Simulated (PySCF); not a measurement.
Level of theory: PBE0 in PySCF with In def2-TZVP with ECP28, O def2-TZVP, H def2-TZVP; scalar-relativistic core potentials, no spin–orbit coupling; density-fitted integrals.

```xyz
3
charge 0 multiplicity 1, angstrom
In    0.0000    0.0000    0.2078
O     0.0000    0.0000   -1.6103
H     0.0000    0.0000    1.8714
```

HInO (singlet), along the line from In1 (at 0) through O2 (at 1.818 Å). Core electrons replaced by a potential are absent, the electrostatic potential uses the reduced nuclear charge, and values within about 0.7 Å of such atoms have no physical meaning.

Question: Tabulate the fields along this line at 0.82, 1.00, 1.18, 1.36, 1.55, 1.73, 2.00, 2.18, 2.36, 2.55, 2.73, 2.91 Å.

Answer: 
| distance (Å) | electron density (e/Å³) | electron localisation function | electrostatic potential (V) |
| --- | --- | --- | --- |
| 0.82 | 1.56 | 0.214 | 29.2 |
| 1.00 | 1.17 | 0.324 | 17.6 |
| 1.18 | 1.77 | 0.685 | 20 |
| 1.36 | 3.35 | 0.685 | 46.5 |
| 1.55 | 6.11 | 0.148 | 149 |
| 1.73 | 144 | 0.988 | 819 |
| 2.00 | 15.5 | 0.129 | 298 |
| 2.18 | 5.03 | 0.657 | 75.1 |
| 2.36 | 2.27 | 0.838 | 21.1 |
| 2.55 | 0.897 | 0.814 | 4.57 |
| 2.73 | 0.351 | 0.722 | -0.73 |
| 2.91 | 0.144 | 0.564 | -2.36 |
